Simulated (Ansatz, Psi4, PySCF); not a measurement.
C$_{4}$H$_{9}$O (SMILES CC(C)(C)[O]), doublet, geometry from GFN2-xTB. Base run: MP2/STO-3G (PySCF).

PySCF was given this input:
```python
from pyscf import gto, scf, mp

mol = gto.M(
    atom='''
C     1.101851    0.089524   -1.006600
C     0.017726   -0.037210    0.142734
C    -1.001386   -1.099861   -0.335568
C    -0.655913    1.351639    0.260624
O     0.674743   -0.392709    1.223802
H     0.601904    0.382948   -1.923436
H     1.832732    0.834838   -0.710337
H     1.592325   -0.871110   -1.125215
H    -1.450055   -0.807292   -1.280409
H    -1.778000   -1.195270    0.419622
H    -0.512698   -2.064113   -0.445493
H     0.073641    2.096590    0.566369
H    -1.104467    1.645022   -0.684019
H    -1.426992    1.295512    1.025368
''',
    basis='sto-3g',
    charge=0,
    spin=1,
    verbose=3,
)

mf = scf.UHF(mol)
mf.kernel()

pt = mp.MP2(mf)
pt.kernel()
print('E(MP2) = %.10f' % pt.e_tot)
```

The same geometry, method and basis name were run in Ansatz (a program for electronic structure) and Psi4 and PySCF, at each program's defaults and at the settings that a row names. The base is PySCF at its defaults. Differences at the defaults can come from grids, fitting, cores and function types together.

```
code and settings                                                                                     ΔE vs base (mEh)  basis functions      E (Eh)  SCF cycles
----------------------------------------------------------------------------------------------------  ----------------  ---------------  ----------  ----------
PySCF, defaults (exact integrals, spherical functions, all electrons correlated)                                 0.000               34  -228.91088          13
Psi4, defaults (density fitting with its default set, spherical functions, all electrons correlated)            -0.493               34  -228.91137          15
Ansatz, defaults (factorised integrals, spherical functions, frozen core)                                        2.009               34  -228.90887           -
PySCF, frozen core                                                                                               1.979               34  -228.90890          13
Psi4, exact integrals, spherical functions, frozen core                                                          1.979               34  -228.90890          15
Ansatz, high accuracy, frozen core                                                                               1.979               34  -228.90890           -
```

Open shells are given as the SCF converged; they aren't shown to be the lowest states, and a large step between rows can be another state.
